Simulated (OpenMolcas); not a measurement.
**Computed levels of Ti I**

```
Program             : OpenMolcas
Method              : CASSCF
Basis               : ANO-RCC-VTZP [6s5p3d2f1g]
Scalar Hamiltonian  : DKH2, point nucleus
Active space        : 2 electrons in 5 orbitals (3d)
State averaging     : 2S+1 = 3 even, 10 roots; 2S+1 = 1 even, 15 roots
Spin-orbit coupling : RASSI with atomic mean-field integrals over the reference wave functions, term energies averaged over their components
```

With spin-orbit coupling, above the lowest level:

| Configuration | Term | J | E (cm⁻¹) | Measured (cm⁻¹) | Term weight % |
| --- | --- | --- | --- | --- | --- |
| 3d² 4s² | ³F | 2 | 0.0 | 0.0 | 100 |
| 3d² 4s² | ³F | 3 | 179 | 170 | 100 |
| 3d² 4s² | ³F | 4 | 413 | 387 | 100 |
| 3d² 4s² | ¹D | 2 | 10597 | 7255 | 99 |
| 3d² 4s² | ³P | 0 | 12733 | 8437 | 100 |
| 3d² 4s² | ³P | 1 | 12795 | 8492 | 100 |
| 3d² 4s² | ³P | 2 | 12924 | 8602 | 99 |
| 3d² 4s² | ¹G | 4 | 16290 | 12118 | 100 |
| 3d² 4s² | ¹S | 0 | 39290 |  | 100 |

Against the 7 measured excited levels shown (NIST Handbook of Basic Atomic Spectroscopic Data) the mean absolute deviation is 2900 cm-1; the largest miss in energy is 3d² 4s² ³P₂: computed 12924, measured 8602 cm⁻¹ (+50.2 %).

Spin-orbit coupling puts the lowest level 238 cm⁻¹ below the lowest spin-free term.

A least-squares Racah fit to the terms below 60000 cm-1, each weighted by 2L + 1 and with a free common offset, gives B = 834 cm-1 and C = 2978 cm-1 (C/B = 3.57), with an rms deviation of 95 cm-1.

For ³F the intervals divided by the larger J are 59.8, 58.6 cm-1. Landé's interval rule makes them equal in pure LS coupling; they differ by 2 % of their mean. The multiplet is regular.

Without dynamic correlation excited terms often stand tens of per cent too high (terms of higher spin than the ground term too low), and those without a measured partner can miss by more than the paired ones. With the s shell closed, the reference lacks s² → p², s² → d² and s → d mixing, so excited terms can stand far too high and out of order, with CASPT2 too. Measured partners are found by configuration, term and J. A level has none where our copy of the source lacks it or the pairing is in doubt (some pairs that miss far off the trend of their configuration count as doubtful), and it then counts in no deviation. Levels of configurations outside the active space are missing.

The term weight is that of the spin-free term in the level, not the purity of its configuration.
